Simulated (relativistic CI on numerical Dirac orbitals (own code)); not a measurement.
**Sensitivity of the levels of K¹²⁺ to α and to the nuclear radius**

Method of calculation: Dirac-Coulomb-Breit CI, separate exchange-only KLI orbitals for each configuration, derivatives by finite differences, unscaled Slater integrals, QED left out (own radial code, finite nucleus).

CI space (outside the closed core 1s2): 2s2.2p3, 2s.2p4, 2p5, 2p4.3s, 2s2.2p2.3s, 2p4.3p, 2p4.3d, 2s2.2p2.3p. Levels of other configurations are missing.

With x = (α/α₀)² − 1 an excitation energy changes as ω = ω₀ + qx; K = 2q/ω₀ is the relative enhancement. Terms are leading LS components, so labels can repeat. The field-shift factor is F = δν/δ⟨r²⟩ for the transition from the lowest level.

Lowest level 2s2.2p3 4S°_3/2.

| Level | ω₀ (cm⁻¹) | q (cm⁻¹) | K | F (GHz/fm²) |
| --- | --- | --- | --- | --- |
| 2s2.2p3 2D°_3/2 | 104003 | -6777 | -0.13 | 0.0091 |
| 2s2.2p3 2D°_5/2 | 109513 | 3310 | 0.0604 | 0.0683 |
| 2s2.2p3 2P°_1/2 | 160194 | 5535 | 0.0691 | -0.549 |
| 2s2.2p3 2P°_3/2 | 167955 | 19940 | 0.237 | -0.514 |
| 2s.2p4 4P_5/2 | 480414 | 18720 | 0.0779 | -20.9 |
| 2s.2p4 4P_3/2 | 496078 | 34930 | 0.141 | -20.9 |
| 2s.2p4 4P_1/2 | 503591 | 41340 | 0.164 | -20.9 |
| 2s.2p4 2D_3/2 | 671680 | 28750 | 0.0856 | -21.3 |
| 2s.2p4 2D_5/2 | 672650 | 31110 | 0.0925 | -21.3 |
| 2s.2p4 2S_1/2 | 779723 | 27020 | 0.0693 | -21.3 |
| 2s.2p4 2P_3/2 | 815822 | 27210 | 0.0667 | -22.3 |
| 2s.2p4 2P_1/2 | 836521 | 49990 | 0.12 | -22.2 |
| 2p5 2P°_3/2 | 1285175 | 47080 | 0.0733 | -42 |

At this charge energies of transitions that change n are usually good to better than 1 %, and those within a shell (Δn = 0) to a few per cent.
